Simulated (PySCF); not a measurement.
## Static response to an electric field

Compound: C3H6O4Si.
Geometry (PBE0-D3(BJ)/def2-SVP, Å), atoms numbered from 1 in this order:
```
atom  x, y, z in Å
C1    -2.7604   -0.4951    0.2710
C2    -1.5882    0.4066    0.0546
O3    -1.6394    1.5953   -0.1476
O4    -0.4122   -0.2361    0.0944
Si5    0.9622    0.7401   -0.1805
C6     2.3821   -0.5519   -0.0694
O7     2.2602   -1.7255    0.1530
O8     3.5740    0.0330   -0.2786
H9    -3.6832    0.0932    0.3140
H10   -2.8143   -1.2203   -0.5549
H11   -2.6220   -1.0722    1.1962
H12    0.9468    1.3291   -1.5423
H13    1.1354    1.7511    0.8917
H14    4.2523   -0.6621   -0.2093
```

Level: CAM-B3LYP/def2-SVPD (PySCF), static field, nuclei fixed, core orbitals frozen in the response. The polarisability tensor in these axes (au):

```
x   90.79 -1.82 -2.03
y   -1.82 77.14 -3.27
z   -2.03 -3.27 57.77
```

Question: Diagonalise the tensor; give its mean and Δα, where Δα² is half the sum of the squared differences of the eigenvalues.

Answer: Principal values 57.08, 77.52 and 91.11 au; mean 75.24 au = 11.15 Å³ = 12.40 × 10⁻⁴⁰ C²·m²/J; Δα = 29.67 au (39 % of the mean).

Question: What is the dipole moment, and where does it point?

Answer: (0.28, -0.46, 0.01) D, 0.54 D in size, pointing from the negative to the positive side. Measured along this direction, the outermost atoms are O3 at the negative end and H14 at the positive end.

Question: Give the eigenvalues of the traceless quadrupole moment Θ = ½Σq(3rr − r²1), origin at the centre of nuclear charge.

Answer: -18.37, 0.96, 17.42 D·Å. The values depend on the origin, since the dipole doesn't vanish. The electronic extent ⟨r²⟩ about the same centre is 1481 bohr², a root-mean-square distance of 2.43 Å for the 70 electrons.

Question: Find the Langevin capture rate constant for O2+ (31.990 u) meeting this molecule (134.004 u), k = 2.342 × 10⁻⁹ cm³/s × √(α in Å³ / reduced mass in u).

Answer: The reduced mass is 25.82 u, so k = 1.54 × 10⁻⁹ cm³/s. The formula leaves out the permanent dipole, which adds to the capture rate.

Question: Give the principal axes and the span of the nuclei along them.

Answer: Largest value along (0.99, -0.12, -0.05), where the nuclei span 7.99 Å; middle along (0.11, 0.98, -0.17), 3.22 Å; least along (0.07, 0.17, 0.98), 2.48 Å. The response follows the extents in order.

Question: In a dilute gas of rigid molecules at 350 K, how does the orientational term μ²/3kT compare with the electronic polarisability?

Answer: In Gaussian units μ²/3kT = 2.01 Å³ against 11.15 Å³, a ratio of 0.18; the Debye molar polarisation (4π/3)N_A(α + μ²/3kT) is 33.2 cm³/mol, leaving out the vibrational part.

Question: What depolarisation ratio follows for Rayleigh scattering of linearly polarised light, taking the static tensor?

Answer: ρ = 3Δα²/(45ᾱ² + 4Δα²) = 2640.2/(254722 + 3520.3) = 0.0102.

One conformer (not necessarily the lowest) at the PBE0-D3(BJ)/def2-SVP geometry, without solvent, vibrations or thermal averaging.
